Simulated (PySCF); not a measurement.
Does the answer move with the share of exact exchange?

C3H6BCl.
SMILES: `ClBC1CC1`

Torsions of this conformer, `[Cl:1][BH:2][CH:3]1[CH2:4][CH2:5]1`: Cl1–B2–C3–C4 33°.

PySCF, def2-SVPD basis, density fitting, gas phase, PBE0-D3(BJ)/def2-SVP geometry; singlet excitations by full TDDFT with frozen cores, triplets by Tamm–Dancoff TDDFT and ionisation energies by ΔSCF, from the lowest of the holes tried. One functional is left out:

| functional | exact exchange (%) | HOMO energy (eV) | LUMO energy (eV) | lowest singlet excitation (eV) | lowest triplet excitation (eV) | mean polarisability (au) | vertical ionisation energy (eV) |
| --- | --- | --- | --- | --- | --- | --- | --- |
| LDA | 0 | -7.12 | -2.42 | 4.85 | 4.54 | 65.1 | 10.16 |
| PBE | 0 | -7.02 | -2.18 | 4.97 | 4.60 | 64.3 | 10.02 |
| B3LYP | 20 | -8.14 | -1.42 | 5.40 | 5.03 | 62.4 | 10.40 |
| BHandHLYP | 50 | -9.62 | -0.17 | 5.94 | 5.49 | 60.0 | 10.74 |

**Question.** Predict the row of PBE0 (25 % exact exchange) by straight lines through the other rows, and check it.

**Answer.** 
```
                       property   line  computed  computed − line  B3LYP (20 %), for comparison
               HOMO energy (eV)  -8.36     -8.37            -0.01                         -8.14
               LUMO energy (eV)  -1.23     -1.22            +0.01                         -1.42
 lowest singlet excitation (eV)   5.45      5.47            +0.02                          5.40
 lowest triplet excitation (eV)   5.05      5.02            -0.03                          5.03
       mean polarisability (au)   62.2      61.8             -0.4                          62.4
vertical ionisation energy (eV)  10.43     10.45            +0.02                         10.40
```

**Question.** Which of these properties follows the share of exact exchange most closely, and which least?

**Answer.** Most closely the HOMO energy, least the vertical ionisation energy; the correlations over the tabulated rows are HOMO energy -0.999, LUMO energy 0.995, lowest triplet excitation 0.993, lowest singlet excitation 0.992, mean polarisability -0.985, vertical ionisation energy 0.980. The HOMO energy moves by -0.511 eV for every 10 %. Functionals with the same share still differ in their other parts: at 0 % LDA and PBE differ by 0.10 eV in it.
